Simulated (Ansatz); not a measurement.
Consider the ligand exchange at the Si–O bond: `N[Si@@H](F)O[Si@@H](N)F` + NH₃ → `N[SiH](N)F` + `N[SiH](O)F`.

Calculated with Ansatz (gas phase, PBE0-D4/def2-TZVP geometries, no zero-point term in ΔE). CBS: MP2 limit from def2 TZ/QZ plus the TZ coupled-cluster correction, frozen cores. This one scheme is used for every species. Functionals use def2-TZVPP. One conformer a species, not always the lowest.

CCSD(T)/CBS gives +60.4 kJ/mol.

Problem. Another level gave +52.8 kJ/mol. Which?
A. BHLYP/def2-TZVPP
B. r2SCANh/def2-TZVPP
C. PBE0/def2-TZVPP
D. HF/def2-TZVPP

Solution. C. PBE0 52.8, r2SCANh 57.5, HF/def2-TZVPP 68.6, BHLYP 61.8 kJ/mol.

Largest T1 diagnostic among the species: 0.011.

Leaving LDA and LC-ωPBE aside and taking each functional with its dispersion term where it has one, the values, not all of them listed here, spread over 14.8 kJ/mol, from revPBE-D4 to BHLYP-D4. LDA lies −3.0 kJ/mol from PBE without D4. From PBE to PBE0 (25 % exact exchange), in def2-TZVPP and without D4, ΔE moves by +3.2 kJ/mol. In def2-TZVPP, CCSD(T) changes the Hartree–Fock value by −7.8 kJ/mol (the triples alone add −1.0 kJ/mol) and MP2 by −9.2 kJ/mol.
